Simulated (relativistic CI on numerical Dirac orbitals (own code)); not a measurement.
## Hyperfine structure of Tl XV, mass number 205

Computed by Dirac-Coulomb-Breit CI, KLI orbitals optimised for each configuration, model QED (radiative potential, 1s self-energy scaled to tabulated hydrogen-like ionisation energies), unscaled Slater integrals (own radial code, finite nucleus).

Configuration list (outside the closed core [Kr] 4d10): 4f14.5s2.5p5, 4f14.5s.5p6, 4f14.5s2.5p4.5d, 4f13.5s2.5p6, 4f14.5s.5p5.5d, 4f14.5s2.5p4.5f, 4f14.5s2.5p4.5g, 4f14.5s.5p5.5f, 4f14.5s2.5p4.6s, 4f13.5s2.5p5.5d, 4f14.5p6.5d, 4f14.5p5.5d2, 4f14.5p4.5d3, 4f13.5p6.5d2, 4f14.5p4.5d2.5f, 4f14.5p4.5d2.5g. Double excitations out of closed p, d and f shells are left out; levels of such configurations are missing from the list, as are those of other unlisted configurations, and high levels can miss mixing partners. Some configurations lack a partner that the ground configuration has and come out too high, among them 4f14.5s2.5p4.6s, 4f13.5s2.5p5.5d.

Nuclear spin I = 1/2, μ = 1.632 μN (tables of Stone and Pyykkö). The electronic factors are computed for point nuclear moments, without core polarisation or the Bohr-Weisskopf and QED corrections.

```
                 Level  E (cm⁻¹)  A (GHz)
  4f14.5s2.5p5 2P°_3/2         0    44.42
  4f14.5s2.5p5 2P°_1/2    198462    459.2
4f14.5s2.5p4.5d 4D_5/2    517681     30.8
4f14.5s2.5p4.5d 2P_1/2    533570      273
4f14.5s2.5p4.5d 2F_7/2    549449    23.09
4f14.5s2.5p4.5d 4F_9/2    551050    23.04
4f14.5s2.5p4.5d 2D_3/2    557477     19.4
  4f13.5s2.5p6 2F°_7/2    562579    8.289
```

Levels with J = 0, under 50 % of one LS term, or S terms without an open s electron are left out. Small factors come from cancelling terms and can be off by tens of per cent or more.

At this charge transitions that keep the count of f electrons are usually good to a few per cent. Levels and lines within the n = 5 or 6 shells can be off by up to 10 % or somewhat more, and those that change n by about 2 %, since core polarisation is missing. Levels that differ in their count of f electrons can be misplaced by several ten thousand cm⁻¹, since the correlation energy of f electrons is missing or only estimated; rates across such gaps can be off by orders of magnitude.

**Question.** Give the hyperfine levels of 4f14.5s2.5p5 2P°_1/2 relative to its centre of gravity.

**Answer.** With K = F(F + 1) − I(I + 1) − J(J + 1), E = AK/2: F = 0: -344.4, F = 1: 114.8 GHz.

LS names give the leading component of a level, which can be under half, so a name can repeat, a term be missing and a line seem to break the LS rules.
